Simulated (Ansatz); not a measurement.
Total energies of Ge(vinyl)3(NEt2) (C10H19GeN) from Ansatz at PBE-D4/def2-SVP, gas phase (1 Eh = 27.2114 eV = 2625.5 kJ/mol). The reference geometry is relaxed at PBE0-D4/def2-SVP.

```xyz
31

Ge    0.354   -0.372   -0.566
C     2.112   -1.022   -0.060
C     2.482   -2.299   -0.193
H     2.829   -0.296    0.343
H     1.796   -3.056   -0.591
H     3.483   -2.649    0.084
C    -0.842   -1.896   -0.799
C    -1.218   -2.353   -1.998
H    -1.230   -2.393    0.100
H    -0.861   -1.893   -2.927
H    -1.899   -3.205   -2.112
C     0.431    0.621   -2.231
C     1.516    0.626   -3.013
H    -0.459    1.170   -2.565
H     2.429    0.086   -2.734
H     1.545    1.168   -3.965
N    -0.209    0.754    0.775
C    -0.132    0.297    2.147
C     0.689    1.214    3.044
C    -1.166    1.804    0.502
C    -2.611    1.338    0.352
H     0.323   -0.710    2.165
H    -1.143    0.165    2.585
H     1.724    1.288    2.675
H     0.271    2.232    3.070
H     0.714    0.839    4.080
H    -1.106    2.562    1.305
H    -0.858    2.339   -0.414
H    -2.716    0.643   -0.497
H    -2.958    0.809    1.254
H    -3.291    2.188    0.183
```

| state | geometry | energy (Eh) |
| --- | --- | --- |
| charge 0 singlet | reference | -2522.69770 |
| charge 1 doublet | reference | -2522.43479 |
| charge -1 doublet | reference | -2522.66320 |
| free Ge atom (triplet) | – | -2076.34106 |
| free C atom (triplet) | – | -37.75124 |
| free H atom (doublet) | – | -0.49863 |
| free N atom (quartet) | – | -54.46658 |

(1) Work out the vertical ionisation energy to the doublet.

(2) Work out the vertical electron affinity, to the doublet.

(3) Give the fundamental gap IE − EA, the Mulliken electronegativity (IE + EA)/2 and the hardness (IE − EA)/2.

(4) What is the binding energy per atom against free atoms?

(1) E(charge 1 doublet) − E(charge 0 singlet) = -2522.43479 − (-2522.69770) = 0.26291 Eh = 7.15 eV. For comparison, −ε of the highest occupied level is 4.42 eV at this level, 2.73 eV less.

(2) E(charge 0 singlet) − E(charge -1 doublet) = -2522.69770 − (-2522.66320) = -0.03450 Eh = -0.94 eV; negative, so the extra electron isn't bound. The basis lacks diffuse functions, which makes affinities too small.

(3) From the values in Eh: IE − EA = 0.26291 − (-0.03450) = 0.29741 Eh = 8.09 eV; (IE + EA)/2 = 3.11 eV; (IE − EA)/2 = 4.05 eV. The HOMO–LUMO gap of the same run is 3.22 eV, 4.87 eV smaller than the fundamental gap.

(4) Atoms: 1 × (-2076.34106) + 10 × (-37.75124) + 19 × (-0.49863) + 1 × (-54.46658) = -2517.79401 Eh. Binding: -2517.79401 − (-2522.69770) = 4.90369 Eh = 133.44 eV, or 4.30 eV for each of 31 atoms (no zero-point energy, no counterpoise term).

At PBE-D4/def2-SVP the highest occupied level of the charge -1 doublet lies above zero (up to 3.15 eV). By energy differences it is unbound by 0.94 eV (vertical, to the charge 0 singlet, at PBE-D4/def2-SVP) and held by the finite basis.
